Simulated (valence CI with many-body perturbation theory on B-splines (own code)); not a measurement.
Values are calculated unless marked as measured or tabulated.
**Sensitivity of CI+MBPT for Ca VI**

Method: valence CI with perturbative core correlation (CI+MBPT): five valence electrons over a frozen Dirac-Fock core [Ne], a basis of 6 s, 6 p, 5 d, 3 f, 1 g functions for each j, with the one-electron correlation potential Σ1, the two-electron term Σ2, the three-electron term Σ3, Breit, model QED; selected CI, second order for the rest, scaled by the run's own slope (own B-spline code, finite nucleus).

No measured levels were compared; by estimate levels hold to about 100 cm⁻¹ or 0.05 % of their energy and the worst to 300 or 400 cm⁻¹, as in measured light ions of charge 2 to 7. Among the levels kept, up to 1400 cm⁻¹ of a level comes from second order outside the variational space, and about a tenth of that is noise between levels of different J, which matters for small intervals.

The reference run has the lowest level 3s²3p³ ⁴S°_3/2 and an ionisation energy of 107.621 eV. Its largest variational space holds 9997 state functions.

Names give the largest LS component (configuration and term), which can be under half, so a name can repeat, a term be missing and a line seem to break the LS rules; names also repeat where a configuration has a term twice.

Changed runs:
A. scale of Σ1 1 → 0.8
B. scale of Σ1 1 → 1.1; selection threshold (hartree) 2e-08 → 2e-07
C. selection threshold (hartree) 2e-08 → 1e-06; lowest core n in screening and Σ2 1 → 2
D. Davidson tolerance 2e-05 → 0.03 (bad on purpose)

Excitation energies of the reference run in cm⁻¹, and shifts in cm⁻¹:

| Level | Reference | A | B | C | D |
| --- | --- | --- | --- | --- | --- |
| 3s²3p³ ²D°_3/2 | 27222 | -12 | +6.0 | -2.2 | -10 |
| 3s²3p³ ²D°_5/2 | 27630 | -14 | +7.0 | -1.4 | -33 |
| 3s²3p³ ²P°_1/2 | 45087 | -20 | +10 | -10 | +6.3 |
| 3s²3p³ ²P°_3/2 | 45637 | -22 | +11 | -6.2 | -17 |
| 3s3p⁴ ⁴P_5/2 | 155721 | +0.5 | -0.9 | -0.8 | -58 |
| 3s3p⁴ ⁴P_3/2 | 157700 | -4.5 | +1.7 | -0.6 | -34 |
| 3s3p⁴ ⁴P_1/2 | 158766 | -7.1 | +3.1 | -0.9 | +8.1 |
| 3s3p⁴ ²D_3/2 | 193464 | -19 | +8.8 | +3.7 | -69 |
| 3s3p⁴ ²D_5/2 | 193660 | -20 | +8.9 | +3.5 | -97 |
| 3s²3p²3d ²P_3/2 | 222959 | -34 | +16 | +13 | -131 |
| 3s²3p²3d ²P_1/2 | 224997 | -38 | +18 | +12 | -25 |
| 3s3p⁴ ²S_1/2 | 234366 | -40 | +19 | 0 | -21 |
| Ionisation energy (eV) | 107.621 | -0.076 | +0.038 | +0.0013 | +0.0046 |
